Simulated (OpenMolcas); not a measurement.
Ga I: the spin-orbit constant, worked from levels

```json
{
 "Program": "OpenMolcas 26.06",
 "Basis": "ANO-RCC-VTZP [6s5p3d1f]",
 "Scalar Hamiltonian": "DKH2, point nucleus",
 "Active space": "3 electrons in 4 orbitals (4s 4p)",
 "State averaging": "2S+1 = 4 odd, 1 root (0 in the spin-orbit step); 2S+1 = 2 odd, 3 roots; 2S+1 = 4 even, 3 roots; 2S+1 = 2 even, 5 roots (0 in the spin-orbit step)",
 "Spin-orbit coupling": "RASSI with atomic mean-field integrals over the reference wave functions, term energies averaged over their components"
}
```

Methods: CASSCF; SS-CASPT2, IPEA 0.25 Eh, imaginary shift 0.1 Eh (closed shells correlated: 3d). Measured levels: NIST Handbook of Basic Atomic Spectroscopic Data.

**The spin-orbit constant.** For the Hund term ²P° of p1, E(J) = (A/2) J(J+1) + constant and ζ = 2S·A = A. From J = 1/2 to J = 3/2 the energy changes by 1.5 A.

```json
{"Source": "CASSCF", "E(3/2) - E(1/2)": "802.9", "A": "535.3", "ζ": "535"}
{"Source": "SS-CASPT2", "E(3/2) - E(1/2)": "802.9", "A": "535.3", "ζ": "535"}
{"Source": "measured", "E(3/2) - E(1/2)": "826.2", "A": "550.8", "ζ": "551"}
```

All in cm-1. SS-CASPT2 is off by -2.8 % and CASSCF by -2.8 %. Both methods take the spin-orbit matrix elements from the reference wave functions, so the second can move ζ only through the term energies and any multistate remixing.

Some high roots are left out of the spin-orbit mixing, which shifts the levels that they would mix with. Without dynamic correlation excited terms often stand tens of per cent too high (terms of higher spin than the ground term too low), and those without a measured partner can miss by more than the paired ones (holds for CASSCF). Measured partners are found by configuration, term and J. A level has none where our copy of the source lacks it or the pairing is in doubt (some pairs that miss far off the trend of their configuration count as doubtful), and it then counts in no deviation. Levels of configurations outside the active space are missing.

° marks odd parity.
